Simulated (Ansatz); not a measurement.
C$_{2}$H$_{7}$GaO$_{2}$, SMILES `C[CH2][Ga]([OH])[OH]`, one more setting.

```yaml
crystal:
  periodic: [false, false, false]
  atoms:
    - {symbol: C, position_ang: [-0.316254, 0.142361, 1.823613]}
    - {symbol: C, position_ang: [0.626482, 0.546408, 0.695757]}
    - {symbol: Ga, position_ang: [0.123668, -0.137642, -1.062183]}
    - {symbol: O, position_ang: [-1.336617, -1.159160, -1.260721]}
    - {symbol: O, position_ang: [1.088524, 0.222178, -2.528687]}
    - {symbol: H, position_ang: [0.016011, 0.552812, 2.781516]}
    - {symbol: H, position_ang: [-0.375417, -0.942616, 1.932985]}
    - {symbol: H, position_ang: [-1.333708, 0.498226, 1.648087]}
    - {symbol: H, position_ang: [1.647336, 0.204222, 0.892220]}
    - {symbol: H, position_ang: [0.694668, 1.635188, 0.608263]}
    - {symbol: H, position_ang: [-1.513685, -1.455023, -2.155201]}
    - {symbol: H, position_ang: [0.755993, -0.162153, -3.341647]}
basis:
  gaussian: {orbitals: aug-cc-pVTZ}
total_charge: 1
magnetization: {spin_polarized: true, initial_magnetization: 1}
hamiltonian: {xc: {name: PBEsol}}
```

```sh
$ ansatz run in.yaml --threads 4 --pin off --events-out ev --progress --plain --max-ram 10444MiB
```

It prints (some lines left out):

```
Functional definition: PBEsol
1717 factors; their error is unknown
mean field evaluation 1: about -58541.2993 eV, gradient 1.0e2 eV
mean field evaluation 2: about -58341.1105 eV, gradient 1.9e2 eV
mean field evaluation 4: about -58571.4563 eV, gradient 3.5e1 eV
mean field evaluation 8: about -58577.0150 eV, gradient 1.3e1 eV
mean field evaluation 16: about -58577.9942 eV, gradient 1.1e0 eV
mean field evaluation 32: about -58578.2141 eV, gradient 8.9e-4 eV
mean field evaluation 64: about -58578.2139 eV, gradient 3.4e-3 eV
mean field -58578.21412587 eV, -2152.7096633862 hartree, gradient 2.1e-6 eV, S^2 0.752628; 6 other end points of the search recorded, 0 dependent functions left out
reference -58578.21418090 eV, -2152.7096654083 hartree; 33, 32 occupied and 371, 372 virtual orbitals, 1717 factors
Total energy: -58578.21418090 eV, -2152.7096654083 hartree
```

Hardware: 4 threads of an Arm Neoverse V2 on a shared host. Wall time 43 s, peak host memory 2.3 GiB.
